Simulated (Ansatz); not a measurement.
Basis-set extrapolation for CH4BNO, SMILES `NB1CO1` (PBE0-D4/def2-TZVP geometry, frozen core, Ansatz 0.2.0). Multiplicity 1, RHF reference.

```
                      def2-TZVPP   def2-QZVPP
                 HF  -194.309591  -194.318890
    MP2 correlation    -0.706716    -0.757563
CCSD(T) correlation    -0.756176      not run
```

Energies in hartree. Use E(X) = E(∞) + A·exp(−7.88·√X) for Hartree–Fock and E(X) = E(∞) + B·X^(−2.97) for correlation, with X = 3 and 4, and add CCSD(T) minus MP2 of the smaller set to the MP2 limit.

Question: What is the CCSD(T) energy at the basis-set limit?

Answer: HF limit: -194.318890 + (-0.009299) × 0.13774 = -194.32017. MP2 limit: -0.757563 + (-0.050847) × 0.74074 = -0.79523. Higher-order term: -0.756176 − (-0.706716) = -0.04946. Total: -195.16486 hartree, 62.2 kcal/mol below CCSD(T)/def2-TZVPP.
